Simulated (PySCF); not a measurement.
## A thermochemical cycle for CaS

PBE in PySCF with def2-SVPD on every atom, for the lowest determinant that a PBE0 search found; no spin–orbit coupling. CaS, a singlet (closed shell), has De = 4.05 eV to neutral atoms, and CaS⁺, a doublet (π ↑), has De = 3.18 eV to Ca⁺ + S.

At the same level the Ca atom ionises at 6.14 eV.

Problem. What is the adiabatic ionisation energy of the molecule, and does ionisation strengthen or weaken the bond?

Solution. IE = IE(Ca) + De(neutral) − De(ion) = 6.14 + 4.05 − 3.18 = 7.01 eV. De changes by -0.87 eV, so ionisation weakens the bond.

For an ion De counts to the pair picked by the measured ionisation energies or electron affinities, which need not be the lowest pair at this level. States were picked by a PBE0 search and need not be the measured ground states.
